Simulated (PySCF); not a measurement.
C2F3, SMILES FC(=[C]F)F (connectivity only; charge and spin as stated), charge +1, multiplicity 1.

Coordinates come from a B3LYP-D3(BJ)/def2-SVP optimisation. The multiplicity is an assumed one; other spin states were not compared. The isomer is the one that the SMILES or the coordinates give; other isomers of the formula were not compared.

Level of theory: HF/def2-TZVPD in PySCF.

Symmetry labels are those of the subgroup Cs that the program uses (full group Cs).

List the valence orbital energies around the gap with their symmetry. (An estimate is asked for; the answer gives what the named calculation found.)


```json
[
 {"orbital": "HOMO−7", "symmetry": "A\"", "energy (eV)": "-30.98"},
 {"orbital": "HOMO−6", "symmetry": "A'", "energy (eV)": "-29.73"},
 {"orbital": "HOMO−5", "symmetry": "A'", "energy (eV)": "-28.90"},
 {"orbital": "HOMO−4", "symmetry": "A\"", "energy (eV)": "-28.27"},
 {"orbital": "HOMO−3", "symmetry": "A\"", "energy (eV)": "-27.07"},
 {"orbital": "HOMO−2", "symmetry": "A\"", "energy (eV)": "-26.87"},
 {"orbital": "HOMO−1", "symmetry": "A'", "energy (eV)": "-26.76"},
 {"orbital": "HOMO", "symmetry": "A'", "energy (eV)": "-19.25"},
 {"orbital": "LUMO", "symmetry": "A\"", "energy (eV)": "-6.35"},
 {"orbital": "LUMO+1", "symmetry": "A'", "energy (eV)": "-5.91"},
 {"orbital": "LUMO+2", "symmetry": "A'", "energy (eV)": "-2.51"},
 {"orbital": "LUMO+3", "symmetry": "A'", "energy (eV)": "-1.76"}
]
```
